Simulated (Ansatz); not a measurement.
Species: [Zn(F)2] (charge 0, multiplicity 1).

Question: Give a relaxed geometry from PBE-D3(BJ)/def2-SVP run with Ansatz (a quantum-chemistry and plane-wave program).

Answer: the end point of this relaxation.
Cartesian coordinates (Å) in one orientation:
```xyz
3

Zn     0.000     0.000     0.000
F      0.812     0.119    -1.533
F     -0.812    -0.119     1.533
```
